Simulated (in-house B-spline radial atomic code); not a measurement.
Checks on a self-consistent run for Ba V (Ba4+), [Ar] (3d3/2)3 (3d5/2)6 4s2 (4p1/2)1 (4p3/2)4 4d10 5s2 5p6. Computed with a B-spline radial code for spherical atoms: Dirac-Hartree-Fock, average of the jj configuration, Fermi nucleus of rms radius 4.8378 fm.

| orbital | q | ε (Eh) | <1/r> | <r²> | small-component weight |
| --- | --- | --- | --- | --- | --- |
| 1s1/2 | 2 | -1388.06416 | 60.6976 | 0.000888175 | 0.042802 |
| 2s1/2 | 2 | -226.73128 | 14.2813 | 0.0141013 | 0.009275 |
| 2p1/2 | 2 | -213.16021 | 14.2239 | 0.0104105 | 0.0092658 |
| 2p3/2 | 4 | -199.22338 | 12.9876 | 0.0116797 | 0.0087466 |
| 3s1/2 | 2 | -52.05044 | 5.18307 | 0.0952111 | 0.0028619 |
| 3p1/2 | 2 | -46.19189 | 5.07238 | 0.0905611 | 0.0027779 |
| 3p3/2 | 4 | -43.60099 | 4.78512 | 0.0974301 | 0.0026594 |
| 3d3/2 | 3 | -33.86299 | 4.60871 | 0.0819132 | 0.0024968 |
| 3d5/2 | 6 | -33.32394 | 4.56049 | 0.0819544 | 0.0024855 |
| 4s1/2 | 2 | -12.57782 | 2.14677 | 0.48726 | 0.00087457 |
| 4p1/2 | 1 | -10.52429 | 2.03874 | 0.530279 | 0.00080862 |
| 4p3/2 | 4 | -9.84388 | 1.95594 | 0.556262 | 0.0007761 |
| 4d3/2 | 4 | -6.06156 | 1.76543 | 0.660959 | 0.00066122 |
| 4d5/2 | 6 | -6.07756 | 1.72593 | 0.668553 | 0.00063134 |
| 5s1/2 | 2 | -3.19899 | 0.869938 | 2.56363 | 0.00020569 |
| 5p1/2 | 2 | -2.45062 | 0.803032 | 3.05934 | 0.00018519 |
| 5p3/2 | 4 | -2.35321 | 0.762571 | 3.24987 | 0.00016667 |

Electron-electron repulsion V_ee = 2813.9619 hartree.

(1) What total energy follows from the eigenvalues?

(2) Does the Dirac virial theorem hold?

(3) What diamagnetic shielding (Lamb formula) and susceptibility (Langevin formula) do the radii give?

Results:

(1) The eigenvalues count the repulsion twice, so E = Σqε - V_ee = -5281.705 - 2813.962 = -8095.667 hartree; the run printed -8095.667.

(2) For a point nucleus E = -2c²Σq·w, with w the small-component weight. Here Σq·w = 0.21554 and c = 137.0360, so the ratio E/(-2c²Σq·w) is 1.000075; the finite nucleus accounts for the departure from 1.

(3) σ = (α²/3)Σq<1/r> = 349.166/(3·137.036²) = 6197.9 ppm, and χ = -0.79199×10⁻⁶·Σq<r²> = -28.69×10⁻⁶ cm³/mol with Σq<r²> = 36.227 bohr². Both are non-relativistic formulas without the paramagnetism of open shells; for so heavy an element the full relativistic shielding is larger by tens of per cent.
